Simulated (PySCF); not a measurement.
# UHF on C (carbon, neutral)

Configuration: [He] 2s2 2p2, high-spin 3P determinant. Computed with PySCF 2.14 in x2c-SVPall, with scalar relativity by spin-free X2C-1e.

| Quantity | Value |
| --- | --- |
| Total energy | -37.660022 hartree |
| One-electron energy | -50.4076 hartree |
| Hartree (Coulomb) energy | 17.8178 hartree |
| Exchange energy | -5.0702 hartree |
| ⟨S²⟩ | 2.0066 |
| ⟨L²⟩ | 2.008 |
| Sum of ⟨r⟩ | 7.138 bohr |
| Sum of ⟨r²⟩ | 13.66 bohr² |
| Traceless quadrupole moment −½Σ⟨3z² − r²⟩ along its main axis | 1.44 e·bohr² |
| Langevin diamagnetic susceptibility | -10.8 ×10⁻⁶ cm³/mol |
| Time after the integrals | 0.04 s of wall time on 1 thread of Intel(R) Xeon(R) 6975P-C (shared host) |

| shell | electrons | mean orbital energy (eV) | rms radius, mean of both spins (bohr) |
| --- | --- | --- | --- |
| 1s α | 1 | -308.79 | 0.312 |
| 1s β | 1 | -307.47 | 0.312 |
| 2s α | 1 | -22.172 | 1.77 |
| 2s β | 1 | -15.511 | 1.77 |
| 2p α | 2 | -11.980 | 1.89 |
